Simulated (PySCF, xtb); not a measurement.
Mg(Cl)(GeH3) (ClGeH3Mg), SMILES [Cl][Mg][GeH3].

GFN2-xTB (xtb 6.7.1) at its own geometry gives an orbital gap of 3.31 eV and a dipole moment of 3.29 D.

Geometry: B3LYP-D3(BJ)/def2-TZVP.

Problem. What does r2SCAN/def2-TZVPD (PySCF) give? (An estimate is asked for; the answer gives what the named calculation found.)

Solution. gap 5.10 eV (levels -6.75 and -1.65 eV), dipole 1.30 D.
